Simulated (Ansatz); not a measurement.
One change: `[F][Sn]([Cl])([Cl])[Br]` becomes `[F][Sn]([SiH3])([Cl])[Cl]`.

Ansatz, PBE0-D4/def2-TZVP geometries, multiplicity 1. 

Elements past krypton have def2 core potentials. Scalar relativity is left out up to krypton.

```tsv
property	`[F][Sn]([Cl])([Cl])[Br]`
ideal-gas entropy at 298 K and 1 bar (rigid rotor, harmonic PBE0-D4/def2-TZVP) / J/(mol·K)	389
HOMO–LUMO gap (PBE0/def2-TZVPP) / eV	6.18
HOMO energy (PBE/def2-TZVPP) / eV	-8.10
LUMO energy (PBE0/def2-TZVPP) / eV	-3.28
zero-point energy (PBE0-D4/def2-TZVP) / kJ/mol	13.9
LUMO energy (B3LYP/def2-TZVPP) / eV	-3.57
```

Q: Give the same properties after the change, and the shifts. (Best estimate.)

A: Computed: 
```json
{"property": "ideal-gas entropy at 298 K and 1 bar (rigid rotor, harmonic PBE0-D4/def2-TZVP) / J/(mol·K)", "`[F][Sn]([SiH3])([Cl])[Cl]`": "414", "shift": "25"}
{"property": "HOMO–LUMO gap (PBE0/def2-TZVPP) / eV", "`[F][Sn]([SiH3])([Cl])[Cl]`": "6.79", "shift": "0.61"}
{"property": "HOMO energy (PBE/def2-TZVPP) / eV", "`[F][Sn]([SiH3])([Cl])[Cl]`": "-7.66", "shift": "0.44"}
{"property": "LUMO energy (PBE0/def2-TZVPP) / eV", "`[F][Sn]([SiH3])([Cl])[Cl]`": "-2.09", "shift": "1.19"}
{"property": "zero-point energy (PBE0-D4/def2-TZVP) / kJ/mol", "`[F][Sn]([SiH3])([Cl])[Cl]`": "76.4", "shift": "62.5"}
{"property": "LUMO energy (B3LYP/def2-TZVPP) / eV", "`[F][Sn]([SiH3])([Cl])[Cl]`": "-2.37", "shift": "1.20"}
```

With PBE0 the HOMO rises by 0.57 eV and the LUMO rises by 1.19 eV, so the gap widens by about 0.62 eV. PBE moves the HOMO by 0.44 eV and ωB97M-V by 0.78 eV. The zero-point energy changes by 62.5 kJ/mol with +9 modes. Modes under 60 cm⁻¹, often nearly free rotors, make the harmonic entropy too high.

B3LYP here is the variant with VWN-RPA as its local correlation; programs differ in this.

Spin–orbit coupling is left out; it splits and shifts lone-pair levels of the heavy atoms by tenths of an eV.
